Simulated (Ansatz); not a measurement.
Ansatz (a program for electronic structure) input for Al(H)(Et)(OMe) (C3H9AlO), SMILES [AlH]([O]C)[CH2]C, PBE0-D3(BJ)/def2-SVP. 

Ansatz 0.2 input:
```yaml
crystal:
  periodic: [false, false, false]
  atoms:
    - {symbol: Al, position_ang: [0.00525630, 0.38113683, 0.31633006]}
    - {symbol: H, position_ang: [-0.10286547, 1.64441961, 1.18140007]}
    - {symbol: C, position_ang: [-1.06383667, 0.24421658, -1.37666931]}
    - {symbol: C, position_ang: [-1.87590834, 1.53427991, -1.54971881]}
    - {symbol: H, position_ang: [-1.74852219, -0.61518776, -1.36899212]}
    - {symbol: H, position_ang: [-0.43328182, 0.09305751, -2.26357459]}
    - {symbol: H, position_ang: [-1.21340189, 2.39529792, -1.62781343]}
    - {symbol: H, position_ang: [-2.52247473, 1.69918400, -0.68819573]}
    - {symbol: H, position_ang: [-2.49952971, 1.50078077, -2.44390698]}
    - {symbol: O, position_ang: [1.03070546, -0.76321359, 0.91079339]}
    - {symbol: C, position_ang: [1.90502168, -1.71904499, 1.43854031]}
    - {symbol: H, position_ang: [2.44343140, -2.22021108, 0.63092080]}
    - {symbol: H, position_ang: [2.62737133, -1.23833315, 2.10191570]}
    - {symbol: H, position_ang: [1.34363765, -2.46478674, 2.00669533]}
basis:
  gaussian:
    orbitals: def2-SVP
hamiltonian:
  xc: pbe0
  dispersion: d3bj
relax: {f_tol: 0.002, max_steps: 200}
```

Output:

```
WARN ansatz: RAYON_NUM_THREADS=1 ignored (pool sized by the plan → 1); use --threads N
Functional definition: PBE0
integrals: 0.08 GiB planned
1293 factors; integrals over basis functions are off by at most 3.3e-4 eV
mean field: 0.50 GiB planned
mean field evaluation 1: about -11877.2158 eV, gradient 6.6e1 eV
mean field evaluation 2: about -11866.4603 eV, gradient 9.7e1 eV
mean field evaluation 4: about -11887.1835 eV, gradient 4.5e0 eV
mean field evaluation 8: about -11887.2562 eV, gradient 2.9e-2 eV
mean field -11887.25617517 eV, -436.8486069659 hartree, gradient 2.7e-5 eV, S^2 0.000000; 0 other end points of the search recorded, 0 dependent functions left out
the calculation of the forces begins
reference -11887.25620829 eV, -436.8486081830 hartree; 24, 24 occupied and 95, 95 virtual orbitals, 1293 factors
relax step   1: F+E_penalty+E_count = -11887.46017639 eV  Δ(F+E_penalty+E_count) = +0.000e0 eV  max|allowed force component| = 1.260e0 eV/Å  Δτ_max = 0.0000 Å  (25 SCF iters, accepted)
these checks for a lower state are left out or cut short: starts, cluster_reference, orbital_swaps, neighbouring_geometries, increment
integrals: 0.08 GiB planned
1293 factors; integrals over basis functions are off by at most 3.2e-4 eV
mean field: 0.50 GiB planned
mean field evaluation 16: about -11887.2648 eV, gradient 4.4e0 eV
mean field -11887.35408979 eV, -436.8522052616 hartree, gradient 1.5e-5 eV, S^2 0.000000; 0 other end points of the search recorded, 0 dependent functions left out
the calculation of the forces begins
reference -11887.35412282 eV, -436.8522064757 hartree; 24, 24 occupied and 95, 95 virtual orbitals, 1293 factors
relax step   2: F+E_penalty+E_count = -11887.55747768 eV  Δ(F+E_penalty+E_count) = -9.730e-2 eV  max|allowed force component| = 7.131e-1 eV/Å  Δτ_max = 0.1065 Å  (28 SCF iters, accepted)
these checks for a lower state are left out or cut short: starts, cluster_reference, orbital_swaps, neighbouring_geometries, increment
integrals: 0.08 GiB planned
1293 factors; integrals over basis functions are off by at most 3.2e-4 eV
mean field: 0.50 GiB planned
mean field -11887.37684190 eV, -436.8530413864 hartree, gradient 1.5e-5 eV, S^2 0.000000; 0 other end points of the search recorded, 0 dependent functions left out
the calculation of the forces begins
reference -11887.37687480 eV, -436.8530425954 hartree; 24, 24 occupied and 95, 95 virtual orbitals, 1293 factors
relax step   3: F+E_penalty+E_count = -11887.58020751 eV  Δ(F+E_penalty+E_count) = -2.273e-2 eV  max|allowed force component| = 1.525e-1 eV/Å  Δτ_max = 0.0871 Å  (28 SCF iters, accepted)
these checks for a lower state are left out or cut short: starts, cluster_reference, orbital_swaps, neighbouring_geometries, increment
integrals: 0.08 GiB planned
1293 factors; integrals over basis functions are off by at most 3.2e-4 eV
mean field: 0.50 GiB planned
mean field evaluation 32: about -11887.3801 eV, gradient 1.1e-1 eV
mean field -11887.38009471 eV, -436.8531609250 hartree, gradient 1.6e-5 eV, S^2 0.000000; 0 other end points of the search recorded, 0 dependent functions left out
the calculation of the forces begins
reference -11887.38012757 eV, -436.8531621325 hartree; 24, 24 occupied and 95, 95 virtual orbitals, 1293 factors
relax step   4: F+E_penalty+E_count = -11887.58337331 eV  Δ(F+E_penalty+E_count) = -3.166e-3 eV  max|allowed force component| = 6.287e-2 eV/Å  Δτ_max = 0.0327 Å  (29 SCF iters, accepted)
these checks for a lower state are left out or cut short: starts, cluster_reference, orbital_swaps, neighbouring_geometries, increment
integrals: 0.08 GiB planned
1293 factors; integrals over basis functions are off by at most 3.2e-4 eV
mean field: 0.50 GiB planned
mean field -11887.38114598 eV, -436.8531995584 hartree, gradient 1.6e-5 eV, S^2 0.000000; 0 other end points of the search recorded, 0 dependent functions left out
the calculation of the forces begins
reference -11887.38117884 eV, -436.8532007659 hartree; 24, 24 occupied and 95, 95 virtual orbitals, 1293 factors
relax step   5: F+E_penalty+E_count = -11887.58443899 eV  Δ(F+E_penalty+E_count) = -1.066e-3 eV  max|allowed force component| = 6.168e-2 eV/Å  Δτ_max = 0.0189 Å  (29 SCF iters, accepted)
these checks for a lower state are left out or cut short: starts, cluster_reference, orbital_swaps, neighbouring_geometries, increment
integrals: 0.08 GiB planned
1293 factors; integrals over basis functions are off by at most 3.2e-4 eV
mean field: 0.50 GiB planned
[...]
mean field -11887.43449667 eV, -436.8551601602 hartree, gradient 1.3e-5 eV, S^2 0.000000; 0 other end points of the search recorded, 0 dependent functions left out
the calculation of the forces begins
reference -11887.43452932 eV, -436.8551613601 hartree; 24, 24 occupied and 95, 95 virtual orbitals, 1293 factors
relax step  14: F+E_penalty+E_count = -11887.63980571 eV  Δ(F+E_penalty+E_count) = -2.260e-3 eV  max|allowed force component| = 2.861e-2 eV/Å  Δτ_max = 0.0367 Å  (28 SCF iters, accepted)
these checks for a lower state are left out or cut short: starts, cluster_reference, orbital_swaps, neighbouring_geometries, increment
integrals: 0.08 GiB planned
1293 factors; integrals over basis functions are off by at most 3.3e-4 eV
mean field: 0.51 GiB planned
mean field -11887.43477087 eV, -436.8551702368 hartree, gradient 1.3e-5 eV, S^2 0.000000; 0 other end points of the search recorded, 0 dependent functions left out
the calculation of the forces begins
reference -11887.43480349 eV, -436.8551714355 hartree; 24, 24 occupied and 95, 95 virtual orbitals, 1293 factors
relax step  15: F+E_penalty+E_count = -11887.64015661 eV  Δ(F+E_penalty+E_count) = -3.509e-4 eV  max|allowed force component| = 2.265e-2 eV/Å  Δτ_max = 0.0285 Å  (28 SCF iters, accepted)
these checks for a lower state are left out or cut short: starts, cluster_reference, orbital_swaps, neighbouring_geometries, increment
integrals: 0.08 GiB planned
1293 factors; integrals over basis functions are off by at most 3.3e-4 eV
mean field: 0.50 GiB planned
mean field -11887.43477877 eV, -436.8551705272 hartree, gradient 6.2e-6 eV, S^2 0.000000; 0 other end points of the search recorded, 0 dependent functions left out
the calculation of the forces begins
reference -11887.43481137 eV, -436.8551717251 hartree; 24, 24 occupied and 95, 95 virtual orbitals, 1293 factors
relax step  16: F+E_penalty+E_count = -11887.64024638 eV  Δ(F+E_penalty+E_count) = -8.977e-5 eV  max|allowed force component| = 1.408e-2 eV/Å  Δτ_max = 0.0173 Å  (23 SCF iters, accepted)
these checks for a lower state are left out or cut short: starts, cluster_reference, orbital_swaps, neighbouring_geometries, increment
integrals: 0.08 GiB planned
1293 factors; integrals over basis functions are off by at most 3.3e-4 eV
mean field: 0.50 GiB planned
mean field -11887.43479233 eV, -436.8551710255 hartree, gradient 1.2e-5 eV, S^2 0.000000; 0 other end points of the search recorded, 0 dependent functions left out
the calculation of the forces begins
reference -11887.43482493 eV, -436.8551722234 hartree; 24, 24 occupied and 95, 95 virtual orbitals, 1293 factors
relax step  17: F+E_penalty+E_count = -11887.64028151 eV  Δ(F+E_penalty+E_count) = -3.514e-5 eV  max|allowed force component| = 9.356e-3 eV/Å  Δτ_max = 0.0093 Å  (22 SCF iters, accepted)
these checks for a lower state are left out or cut short: starts, cluster_reference, orbital_swaps, neighbouring_geometries, increment
integrals: 0.08 GiB planned
1293 factors; integrals over basis functions are off by at most 3.3e-4 eV
mean field: 0.50 GiB planned
mean field evaluation 128: about -11887.4348 eV, gradient 3.1e-4 eV
mean field -11887.43480738 eV, -436.8551715784 hartree, gradient 2.6e-5 eV, S^2 0.000000; 0 other end points of the search recorded, 0 dependent functions left out
the calculation of the forces begins
reference -11887.43483996 eV, -436.8551727760 hartree; 24, 24 occupied and 95, 95 virtual orbitals, 1293 factors
relax step  18: F+E_penalty+E_count = -11887.64030229 eV  Δ(F+E_penalty+E_count) = -2.077e-5 eV  max|allowed force component| = 6.681e-3 eV/Å  Δτ_max = 0.0082 Å  (21 SCF iters, accepted)
these checks for a lower state are left out or cut short: starts, cluster_reference, orbital_swaps, neighbouring_geometries, increment
integrals: 0.08 GiB planned
1293 factors; integrals over basis functions are off by at most 3.3e-4 eV
mean field: 0.50 GiB planned
mean field -11887.43483588 eV, -436.8551726257 hartree, gradient 1.0e-5 eV, S^2 0.000000; 0 other end points of the search recorded, 0 dependent functions left out
the calculation of the forces begins
reference -11887.43486846 eV, -436.8551738233 hartree; 24, 24 occupied and 95, 95 virtual orbitals, 1293 factors
relax step  19: F+E_penalty+E_count = -11887.64032217 eV  Δ(F+E_penalty+E_count) = -1.989e-5 eV  max|allowed force component| = 3.918e-3 eV/Å  Δτ_max = 0.0026 Å  (22 SCF iters, accepted)
these checks for a lower state are left out or cut short: starts, cluster_reference, orbital_swaps, neighbouring_geometries, increment
integrals: 0.08 GiB planned
1293 factors; integrals over basis functions are off by at most 3.3e-4 eV
mean field: 0.50 GiB planned
mean field -11887.43487192 eV, -436.8551739505 hartree, gradient 9.1e-6 eV, S^2 0.000000; 0 other end points of the search recorded, 0 dependent functions left out
the calculation of the forces begins
reference -11887.43490451 eV, -436.8551751480 hartree; 24, 24 occupied and 95, 95 virtual orbitals, 1293 factors
relax step  20: F+E_penalty+E_count = -11887.64033747 eV  Δ(F+E_penalty+E_count) = -1.529e-5 eV  max|allowed force component| = 3.032e-3 eV/Å  Δτ_max = 0.0063 Å  (22 SCF iters, accepted)
these checks for a lower state are left out or cut short: starts, cluster_reference, orbital_swaps, neighbouring_geometries, increment
integrals: 0.08 GiB planned
1293 factors; integrals over basis functions are off by at most 3.3e-4 eV
mean field: 0.51 GiB planned
mean field -11887.43488031 eV, -436.8551742587 hartree, gradient 5.1e-5 eV, S^2 0.000000; 0 other end points of the search recorded, 0 dependent functions left out
the calculation of the forces begins
reference -11887.43491290 eV, -436.8551754562 hartree; 24, 24 occupied and 95, 95 virtual orbitals, 1293 factors
relax step  21: F+E_penalty+E_count = -11887.64033970 eV  Δ(F+E_penalty+E_count) = -2.234e-6 eV  max|allowed force component| = 1.839e-3 eV/Å  Δτ_max = 0.0024 Å  (19 SCF iters, accepted)
integrals: 0.08 GiB planned
1293 factors; integrals over basis functions are off by at most 3.3e-4 eV
mean field: 0.51 GiB planned
mean field evaluation 160: about -11887.4349 eV, gradient 7.5e-4 eV
mean field -11887.43488031 eV, -436.8551742587 hartree, gradient 5.1e-5 eV, S^2 0.000000; 1 other end points of the search recorded, 0 dependent functions left out
the calculation of the forces begins
reference -11887.43491290 eV, -436.8551754562 hartree; 24, 24 occupied and 95, 95 virtual orbitals, 1293 factors
Total energy: -11887.64037229 eV, -436.8627259495 hartree
Atom 0 at     0.083049     0.254377     0.210878 Å, force    -0.000926     0.000156    -0.000370 eV/Å
Atom 1 at     0.312027     1.477730     1.206465 Å, force     0.000112     0.000318    -0.000314 eV/Å
Atom 2 at    -1.109376     0.286590    -1.338473 Å, force     0.000187    -0.000528     0.001602 eV/Å
Atom 3 at    -1.903520     1.576254    -1.545548 Å, force    -0.000676     0.000026    -0.000605 eV/Å
Atom 4 at    -1.789659    -0.580816    -1.250846 Å, force    -0.000172     0.000346    -0.000268 eV/Å
Atom 5 at    -0.495504     0.061298    -2.230591 Å, force     0.000285     0.000141    -0.000402 eV/Å
Atom 6 at    -1.244176     2.450253    -1.673128 Å, force     0.000116    -0.000159     0.000184 eV/Å
Atom 7 at    -2.556964     1.800173    -0.686595 Å, force     0.000178    -0.000220    -0.000219 eV/Å
Atom 8 at    -2.550886     1.530350    -2.436889 Å, force     0.000228     0.000370     0.000195 eV/Å
Atom 9 at     0.936615    -1.187463     0.512128 Å, force     0.001839    -0.000857     0.001667 eV/Å
Atom 10 at     1.852319    -1.682864     1.428117 Å, force    -0.000628    -0.000139    -0.001087 eV/Å
Atom 11 at     2.783538    -1.995490     0.921914 Å, force    -0.000686     0.000179     0.000397 eV/Å
Atom 12 at     2.129223    -0.945626     2.206659 Å, force    -0.000185    -0.000276    -0.000289 eV/Å
Atom 13 at     1.448917    -2.573171     1.943633 Å, force     0.000329     0.000643    -0.000489 eV/Å
Dipole moment:     0.022129    -0.004840     0.023450 e Å
```

Self-consistency was reached.

Cost: around 90 core-seconds (rough).
